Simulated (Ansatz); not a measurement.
Isolated molecules relaxed with PBE0-D4/def2-TZVP in Ansatz; ΔE leaves out vibrations. CCSD(T)/CBS adds triple-zeta CCSD(T) − MP2 to the extrapolated MP2 energy (def2 sets, frozen cores). DFT in def2-TZVPP. For Se outer-core shells are correlated without core-valence functions, which leaves a few kJ/mol of doubt a bond. Scalar relativity is left out up to krypton. One conformer a species, not always the lowest.

Reaction (formal exchange of groups at the Se–Al bond): `[SiH3][NH][AlH][SeH]` + `CO[SiH2]C` → `CO[SiH](C)[SeH]` + `[AlH2][NH][SiH3]`

`[SiH3][NH][AlH][SeH]`:

Cartesian coordinates in Å:
```
Si -0.860 -1.449 -0.472
N -0.282 -0.434 0.799
Al 0.637 1.087 0.707
Se 1.168 1.897 -1.397
H -0.278 -2.818 -0.408
H -0.461 -0.814 -1.756
H -2.341 -1.595 -0.445
H -0.498 -0.759 1.733
H 1.063 1.840 2.026
H 1.852 3.046 -0.786
```

`CO[SiH2]C`:

Z-matrix (Å, degrees):
```
C
O 1 1.406
H 1 1.092 2 108.4
H 1 1.097 2 111.7 3 -119.3
H 1 1.096 2 111.6 3 119.1
Si 2 1.646 1 122.9 3 170.6
C 6 1.864 2 112.5 1 66.4
H 6 1.493 2 109.3 1 -54.7
H 6 1.483 2 105.4 1 -172.6
H 7 1.093 6 111.6 2 -62.6
H 7 1.093 6 111.1 2 58.5
H 7 1.094 6 110.0 2 178.1
```

`CO[SiH](C)[SeH]`:

Z-matrix (Å, degrees):
```
C
O 1 1.408
H 1 1.097 2 111.5
H 1 1.095 2 111.1 3 -121.4
H 1 1.091 2 108.2 3 119.2
Si 2 1.639 1 123.8 3 59.4
Se 6 2.291 2 112.3 1 57.5
C 6 1.851 2 106.7 1 176.5
H 6 1.488 2 109.6 1 -60.1
H 7 1.467 6 92.8 2 -90.1
H 8 1.092 6 110.7 2 174.5
H 8 1.093 6 110.0 2 54.2
H 8 1.092 6 110.7 2 -65.2
```

`[AlH2][NH][SiH3]`:

Z-matrix (Å, degrees):
```
Si
N 1 1.727
H 1 1.490 2 112.2
H 1 1.485 2 107.4 3 -119.7
H 1 1.490 2 112.2 3 120.6
Al 2 1.782 1 129.3 3 119.7
H 2 1.012 1 114.6 3 -60.3
H 6 1.583 2 117.4 1 180.0
H 6 1.580 2 118.1 1 0.0
```

Task: Is it downhill or uphill in electronic energy at CCSD(T)/CBS, and by how much? (Estimate.)

Result: Computed: Uphill: ΔE = +0.50 eV.

Task: What do these levels give: PBE-D4, r2SCAN-D4, ωB97M-V, CCSD/def2-TZVPP, MP2/def2-QZVPP, MP2/CBS(def2)? (An estimate is asked.)

Result: Computed: PBE-D4 0.45, r2SCAN-D4 0.49, ωB97M-V 0.47, CCSD/def2-TZVPP 0.52, MP2/def2-QZVPP 0.49, MP2/CBS(def2) 0.49 eV.

Largest T1 diagnostic among the species: 0.011.

In def2-TZVPP, CCSD(T) changes the Hartree–Fock value by −0.06 eV (the triples alone add −0.01 eV) and MP2 by −0.07 eV.
